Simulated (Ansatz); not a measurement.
Ideal-gas functions of F4MoS, SMILES `[F][Mo]([F])([F])([F])=[S]` at 400 K and 1 bar, from an Ansatz frequency run at PBE0-D4/def2-TZVP.

Molar mass 204.0 g/mol, point group C4v (symmetry number 4), electronic degeneracy 1, moments of inertia 237.475, 269.1, 269.104 u Å². Harmonic wavenumbers (cm⁻¹, unscaled): 121, 213, 213, 246, 246, 265, 339, 612, 632, 724, 724, 724.

Use S(trans) = R[1.5 ln M + 2.5 ln T − 1.1517]; rotational temperatures θ = 24.2544 K / I; S(rot) = R[ln(√π/σ · √(T³/θAθBθC)) + 1.5]; for each mode x = 1.438777 ν̃/T, S = R[x/(eˣ − 1) − ln(1 − e⁻ˣ)] and H = RT x/(eˣ − 1); 1 cm⁻¹ = 0.0119627 kJ/mol; R = 8.31446 J/(mol·K).

Task: By hand: the entropy, in J/(mol·K).

Result: Translation 181.3. Rotation: θ = 0.1021, 0.0901, 0.0901 K, giving 109.9. Vibration, mode by mode: 15.30, 10.73, 10.73, 9.60, 9.60, 9.02, 7.16, 3.25, 3.07, 2.37, 2.37, 2.37, in all 85.6. Electronic 0.0. Sum 376.8 J/(mol·K).

Task: By hand: H − E and G − E in kJ/mol, counted from the electronic energy.

Result: Zero-point energy ½ × 5059 × 0.0119627 = 30.3; thermal vibration 18.8; translation, rotation and pV give 4 RT = 13.3. H − E = 62.4 kJ/mol, and G − E = 62.4 − 400 × 376.8/1000 = -88.3 kJ/mol.

Vibration gives 23 % of the entropy, 15.3 J/(mol·K) of it from the mode under 150 cm⁻¹: soft modes count most, and the harmonic formula is weakest for them.
